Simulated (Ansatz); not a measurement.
`B[SiH]1BS1` + `BNCC` → `BN(B)CC` + `B1[SiH2]S1` at 500 K and 1 bar (cleavage of the B–Si bond).

Isolated molecules relaxed with PBE0-D4/def2-TZVP in Ansatz; ΔE leaves out vibrations. CBS: MP2 limit from def2 TZ/QZ plus the TZ coupled-cluster correction, frozen cores. One conformer a species, not always the lowest.

```tsv
species	CCSD(T)/CBS energy (Eh)	H − E (kJ/mol)	S (J/(mol·K))
`B[SiH]1BS1`	-738.82401	153.2	373.8
`BNCC`	-160.44809	315.3	355.2
`BN(B)CC`	-185.85795	353.6	396.8
`B1[SiH2]S1`	-713.45359	109.5	317.2
```

H − E and S are ideal-gas, rigid-rotor, harmonic terms from PBE0-D4/def2-TZVP, for one conformer and one mirror image of each species. 1 Eh = 2625.50 kJ/mol, R = 8.31446 J/(mol·K).

Problem. By hand: ΔE, ΔH, ΔS and ΔG.

Solution. ΔE = (-185.85795) + (-713.45359) − (-738.82401) − (-160.44809) = -0.03944 Eh = -103.5 kJ/mol. Δ(H − E) = 353.6 + 109.5 − 153.2 − 315.3 = -5.4, so ΔH = -108.9 kJ/mol. ΔS = 396.8 + 317.2 − 373.8 − 355.2 = -15.0 J/(mol·K). ΔG = -108.9 − 500 × (-15.0)/1000 = -101.4 kJ/mol.

Problem. By hand: the equilibrium constant, and the temperature at which ΔG would vanish if ΔH and ΔS stayed fixed.

Solution. log₁₀ K = −ΔG/(RT ln 10) = 10.6. ΔG = 0 at ΔH/ΔS = 7260 K, far beyond where these terms or the molecules hold.

ΔH outweighs TΔS. A doubt of 5 kJ/mol in ΔE shifts log₁₀ K by 0.5 here. Other conformers and mirror images would add mixing entropy, several J/(mol·K) or more a flexible species. Modes under 60 cm⁻¹, often nearly free rotors, make the harmonic entropy too high. These are equilibria of isolated gas molecules and say nothing of rates. Largest T1 diagnostic: 0.020 (customary marks: 0.02 for closed shells, 0.045 for open ones).
